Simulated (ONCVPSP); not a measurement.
Configuration tests for potassium (K) (ONCV)

```json
{
 "Element": "potassium",
 "Generator": "ONCVPSP 4.0.1",
 "Type": "optimised norm-conserving Vanderbilt (ONCV)",
 "Functional": "LDA (Perdew-Zunger)",
 "Relativity": "scalar-relativistic",
 "Frozen core": "[Ne]",
 "Valence charge": "9",
 "Reference configuration": "3s2 3p6 4s1",
 "Partial waves": "3s+4s: rc 2.00 bohr, ncon 4, nbas 7, qcut 5.1 1/bohr, 3 projectors, debl 1.2 Ha; 3p: rc 2.25 bohr, ncon 4, nbas 8, qcut 7.5 1/bohr, 2 projectors, debl 1.2 Ha; d scattering state at 0.34 Ha: rc 2.05 bohr, ncon 4, nbas 9, qcut 5.5 1/bohr, 2 projectors, debl 1.9 Ha; f scattering state at 0.16 Ha: rc 2.30 bohr, ncon 4, nbas 8, qcut 4.3 1/bohr, 3 projectors, debl 1.2 Ha",
 "Local potential": "polynomial inside 1.80 bohr (lpopt 3, dvloc0 0 Ha)",
 "Core correction": "none"
}
```

Energies are relative to the spin-unpolarised reference configuration 3s2 3p6 4s1; without spin polarisation the order of configurations can differ from experiment.

| valence configuration | charge | ΔE all-electron (eV) | error AE − PS (meV) |
| --- | --- | --- | --- |
| 3s2 3p6 4s0 | +1 | 4.407 | -0.1 |
| 3s2 3p6 4s0.5 | +0.5 | 1.710 | 0.0 |
| 3s2 3p6 4s0 4p1 | 0 | 1.630 | 0.0 |

Task: What are ΔE and the potential's error for 3s1 3p6 4s1?

Result: ΔE = 41.829 eV all-electron; the error (AE − PS) is -110 meV.

Levels in the configuration 3s1 3p6 4s1:

```csv
level,all-electron (eV),pseudo (eV)
3s,-48.826,-49.059
3p,-31.931,-32.003
4s,-8.853,-8.864
```

Note: no bound ghost flagged; GHOST(+) flagged for f at 112.7 eV.
